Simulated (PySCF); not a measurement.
# Peak assignment

Geometry:
```
atom   x (Å)   y (Å)   z (Å)
  C1   2.172  -1.205   0.647
  C2   0.956  -0.370   0.890
  C3   0.497  -0.335   2.244
  N4   0.127  -0.272   3.328
  N5   0.397   0.274  -0.043
 Si6  -1.085   1.111  -0.234
  O7  -0.962   2.076  -1.530
  C8  -2.283  -0.252  -0.859
  O9  -2.596  -1.224  -0.227
 H10   1.956  -2.244   0.897
 H11   2.464  -1.134  -0.396
 H12   2.988  -0.875   1.289
 H13  -1.646   1.811   0.916
 H14  -0.286   2.743  -1.609
 H15  -2.704  -0.095  -1.873
```

PySCF 2.14 calculation with shieldings: GIAO PBE0/pcSseg-1 and structure optimised with GFN2-xTB; averaged over atoms made equivalent by symmetry, fast rotation or ring inversion, no solvent, non-relativistic, one conformer.

Referencing at the same level of theory: 13C (186.93 ppm), 1H (31.72 ppm) against TMS.

(1) Assign these signals to the numbered atoms. 13C{1H} NMR (computed): δ 245.1, 160.9, 116.9, 36.2.

(2) Assign these signals to the numbered atoms. 1H NMR (500 MHz, computed): δ 12.10 (d, 1H), 5.19 (d, 1H), 2.64 (br s, 1H), 2.49 (s, 3H).

## Answers

(1) 
245.1 → C8, carbonyl carbon
160.9 → C2, C=N carbon
116.9 → C3, nitrile carbon: C≡N carbons fall here, among the sp2 signals but without a proton
36.2 → C1, methyl carbon: saturated and bonded to C and H only

(2) 
| δ (ppm) | atoms | environment | reason |
| --- | --- | --- | --- |
| 12.10 | H15 | hydrogen on a carbonyl carbon | – |
| 5.19 | H13 | hydrogen on a silicon bonded to C, N, O | – |
| 2.64 | H14 | hydrogen on an oxygen bonded to Si | exchangeable; this is the value without hydrogen bonding to other molecules |
| 2.49 | H10/H11/H12 | hydrogen on a methyl carbon | – |

Exchangeable OH/NH protons stand at their gas-phase positions; hydrogen bonding in a real sample shifts them, mostly to higher δ. Shifts are as computed. Against solution values, carbons near 30 ppm lie about +3 ppm off and those near 130 ppm about +5 ppm. Of 1211 compounds with measured shifts, 218 miss one by over three times the rms of a fit or turn the order of signals round; such compounds aren't used in these exercises. No couplings were computed; multiplicities are counted from neighbouring protons, with m where these are inequivalent, close in shift, in a saturated or five-membered ring or joined by F or P, and br s for small geminal =CH2 splittings.
